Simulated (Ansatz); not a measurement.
`CO[Si](N)(F)F` → `F[Si]F` + `CON` at 600 K and 1 bar (silylene formation by 1,1-elimination).

Program: Ansatz. Geometries: PBE0-D4/def2-TZVP. ΔE: electronic, gas phase. CCSD(T)/CBS adds triple-zeta CCSD(T) − MP2 to the extrapolated MP2 energy (def2 sets, frozen cores). This one scheme is used for every species. One conformer a species, not always the lowest.

```json
{"species": "`CO[Si](N)(F)F`", "CCSD(T)/CBS energy (Eh)": "-659.82910", "H − E (kJ/mol)": "267.2", "S (J/(mol·K))": "476.0"}
{"species": "`F[Si]F`", "CCSD(T)/CBS energy (Eh)": "-488.75686", "H − E (kJ/mol)": "38.5", "S (J/(mol·K))": "291.1"}
{"species": "`CON`", "CCSD(T)/CBS energy (Eh)": "-170.85898", "H − E (kJ/mol)": "218.3", "S (J/(mol·K))": "326.8"}
```

H − E and S are ideal-gas, rigid-rotor, harmonic terms from PBE0-D4/def2-TZVP, for one conformer and one mirror image of each species. 1 Eh = 2625.50 kJ/mol, R = 8.31446 J/(mol·K).

Question: By hand: ΔE, ΔH, ΔS and ΔG.

Answer: ΔE = (-488.75686) + (-170.85898) − (-659.82910) = 0.21326 Eh = 559.9 kJ/mol. Δ(H − E) = 38.5 + 218.3 − 267.2 = -10.4, so ΔH = 549.5 kJ/mol. ΔS = 291.1 + 326.8 − 476.0 = 141.9 J/(mol·K). ΔG = 549.5 − 600 × (141.9)/1000 = 464.4 kJ/mol.

Question: By hand: the equilibrium constant, and the temperature at which ΔG would vanish if ΔH and ΔS stayed fixed.

Answer: log₁₀ K = −ΔG/(RT ln 10) = -40.4. ΔG = 0 at ΔH/ΔS = 3872 K, far beyond where these terms or the molecules hold.

The number of gas molecules changes by +1, which sets the sign of ΔS. A doubt of 5 kJ/mol in ΔE shifts log₁₀ K by 0.4 here. Other conformers and mirror images would add mixing entropy, several J/(mol·K) or more a flexible species. These are equilibria of isolated gas molecules and say nothing of rates. Largest T1 diagnostic: 0.015 (customary marks: 0.02 for closed shells, 0.045 for open ones).
